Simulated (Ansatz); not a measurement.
Coupled-cluster diagnostics for SiHMe2F (C₂H₇FSi), Ansatz.

Geometry of the singlet (PBE-D4/def2-SVP):

```xyz
11

Si    0.612    0.153    0.331
H     0.967    0.166    1.795
C    -0.721    1.419   -0.042
H    -0.387    2.443    0.223
H    -1.643    1.200    0.537
H    -0.983    1.410   -1.120
C     0.124   -1.572   -0.221
H     0.938   -2.301   -0.030
H    -0.103   -1.587   -1.307
H    -0.779   -1.918    0.323
F     1.975    0.587   -0.490
```

Correlated methods freeze 8 core orbitals.

Question: Estimate the CCSD(T) correlation energy, the shares of MP2 and (T), T1 and the reference's ⟨S²⟩ for: charge 0, singlet, own geometry in def2-TZVPP; and the rough time on 4 threads of Arm Neoverse V1 on a shared host.

Answer: 
| state | basis | correlation (eV) | MP2 share (%) | (T) share (%) | T1 | ⟨S²⟩ (pure) | wall time |
| --- | --- | --- | --- | --- | --- | --- | --- |
| charge 0, singlet, own geometry | def2-TZVPP | -21.822 | 91.6 | 3.2 | 0.010 | 0.00 (0.00) | 4.2 min |
Customary marks for T1 are 0.02 (closed shells), 0.045 (open shells) and about 0.05 (3d metals). T1 stays under 0.02 throughout.
